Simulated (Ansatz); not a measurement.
Saddle point of SiNH₄ClF₂, singlet (SiHClF₂ ([F][SiH]([F])[Cl]) + NH₃ → SiNH₃F₂ ([NH2][SiH]([F])[F]) + HCl; bonds formed: Cl2–H6; dative contacts that become bonds: Si1–N7; bonds broken: Si1–Cl2, H6–N7), PBE0-D4/def2-TZVP structure:

```
9
angstrom
Si -0.7677 0.0576 -0.5055
Cl 1.9865 -0.4272 -1.3005
F -1.0106 -1.4541 -0.8548
F -2.1128 0.5334 0.2043
H -0.5097 1.0066 -1.5778
H 1.3330 -0.1212 0.2259
N 0.3966 0.0887 0.8808
H 0.4483 0.9742 1.3756
H 0.2363 -0.6579 1.5520
```

Energies are electronic, without zero-point energy. Barriers and step energies count from the start structure reached by relaxing down the imaginary mode; all methods use the PBE0-D4 structures, on which another method's saddle can fall below an end. Program: Ansatz 0.2.0. Basis: def2-TZVPP, with def2-QZVPP for the basis limit. Cores are frozen in the correlated methods. B3LYP uses VWN-RPA correlation. Extrapolation: Hartree–Fock as exp(−7.88 √X), correlation as X^−2.97.

```json
{"method": "SPW92", "barrier (kcal/mol)": "14.62", "step energy (kcal/mol)": "11.00"}
{"method": "PBE-D4", "barrier (kcal/mol)": "16.20", "step energy (kcal/mol)": "8.11"}
{"method": "BLYP-D4", "barrier (kcal/mol)": "?", "step energy (kcal/mol)": "4.77"}
{"method": "r2SCAN-D4", "barrier (kcal/mol)": "17.23", "step energy (kcal/mol)": "8.78"}
{"method": "B97M-V", "barrier (kcal/mol)": "20.11", "step energy (kcal/mol)": "8.63"}
{"method": "PBE0-D4", "barrier (kcal/mol)": "17.50", "step energy (kcal/mol)": "8.40"}
{"method": "B3LYP-D4", "barrier (kcal/mol)": "16.49", "step energy (kcal/mol)": "5.37"}
{"method": "r2SCAN0-D4", "barrier (kcal/mol)": "18.03", "step energy (kcal/mol)": "8.82"}
{"method": "BHLYP-D4", "barrier (kcal/mol)": "18.09", "step energy (kcal/mol)": "5.96"}
{"method": "CAM-B3LYP-D4", "barrier (kcal/mol)": "17.32", "step energy (kcal/mol)": "5.77"}
{"method": "wB97X-V", "barrier (kcal/mol)": "19.34", "step energy (kcal/mol)": "8.26"}
{"method": "wB97M-V", "barrier (kcal/mol)": "19.31", "step energy (kcal/mol)": "8.83"}
{"method": "B2PLYP", "barrier (kcal/mol)": "17.73", "step energy (kcal/mol)": "5.56"}
{"method": "PBE-QIDH", "barrier (kcal/mol)": "18.89", "step energy (kcal/mol)": "8.40"}
{"method": "RPA on PBE", "barrier (kcal/mol)": "?", "step energy (kcal/mol)": "6.12"}
{"method": "HF", "barrier (kcal/mol)": "19.22", "step energy (kcal/mol)": "2.15"}
{"method": "MP2", "barrier (kcal/mol)": "?", "step energy (kcal/mol)": "7.22"}
{"method": "CCSD", "barrier (kcal/mol)": "19.97", "step energy (kcal/mol)": "5.94"}
{"method": "CCSD(T)", "barrier (kcal/mol)": "19.70", "step energy (kcal/mol)": "6.62"}
```

**Question.** Fill in the withheld barriers. (An estimate is asked for; the value comes from the calculation.)

**Answer.** By the calculation: MP2 19.17; RPA on PBE 20.34; BLYP-D4 15.34 kcal/mol. Each is the energy of the saddle less that of the start structure, by the same method.

For comparison, the barrier by CCSD(T) at an estimated basis limit (MP2 extrapolated from triple and quadruple zeta, plus CCSD(T) − MP2 in triple zeta) is 18.88 kcal/mol.

No T1 diagnostic of these runs exceeds 0.011.

The step is the kind of exchange with an N–H group that builds nitride films in atomic layer and chemical vapour deposition.

Labels in which every atom is bracketed show which atoms are joined, not bond orders.

For scale, one of the runs: CCSD(T)/def2-TZVPP, 233 basis functions, launched by `ansatz run in.yaml --threads 4 --pin off --events-out ev --progress --plain --max-ram 9574MiB`. The run took 3.5 min on 4 CPU threads of an Arm Neoverse N1 (shared host), with 4.2 GiB of host memory at its peak.
